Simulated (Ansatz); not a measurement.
Input for Ansatz (development build ahead of 0.2.0):

```yaml
crystal:
  periodic: [false, false, false]
  atoms:
    - { symbol: Ca, position_ang: [0.0, 0.0, 0.0] }
basis:
  gaussian: { orbitals: def2-SVP }
magnetization:
  spin_polarized: true
  initial_magnetization: 2
hamiltonian:
  xc: pbe0
scf:
  omitted_lower_state_checks: [starts, atomic_configurations, cluster_reference, orbital_swaps, given_window_search, neighbouring_geometries, increment]
output:
  forces: true
```

The input is written out in the form of the current development build from the run's settings.

Output:

* Converged: yes
* Total energy: -677.21736 hartree
* Spin squared of the determinant: 2.000
* Stability test: minimum

Forces (eV/Å):
| atom | Fx | Fy | Fz |
| --- | --- | --- | --- |
| Ca1 | 0.000 | 0.000 | 0.000 |

Caution: another spin multiplicity may lie lower.
